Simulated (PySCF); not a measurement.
## Run times: ytterbium in x2c-QZVPPall-2c

Measured wall times of calculations with PySCF 2.14 in x2c-QZVPPall-2c (16s16p12d6f4g1h, 213 functions), with two-component X2C-1e, run from one Python driver. Hardware: 4 threads of Neoverse-V1 on a shared host, 12 GiB allowed. The two-electron integrals over 213 functions were computed once and kept in memory (66 CPU seconds with the set-up); the times below exclude them.

Launch command (the driver calls PySCF for each step listed in the task file):

```bash
OMP_NUM_THREADS=4 python sorun2.py TASK.json OUT
```

```csv
species,step,iterations,wall time (s)
Yb(3+) [Xe] 4f13,"GHF, spin-free",7,26
Yb(3+) [Xe] 4f13,"GMP2 (39 electrons), spin-free",,37
Yb(3+) [Xe] 4f13,"GHF, screened spin-orbit",8,31
Yb(3+) [Xe] 4f13,"GMP2 (39 electrons), screened spin-orbit",,28
Yb(4+) [Xe] 4f12,"GHF, spin-free",7,26
Yb(4+) [Xe] 4f12,"GMP2 (38 electrons), spin-free",,27
Yb(4+) [Xe] 4f12,"GMP2 (38 electrons), screened spin-orbit",,26
```

Task: Roughly how long does GHF, screened spin-orbit take for Yb(4+) [Xe] 4f12 here?

Result: About 60 s.

Peak memory of the process: 3.3 GiB. Times on a shared host vary from run to run.
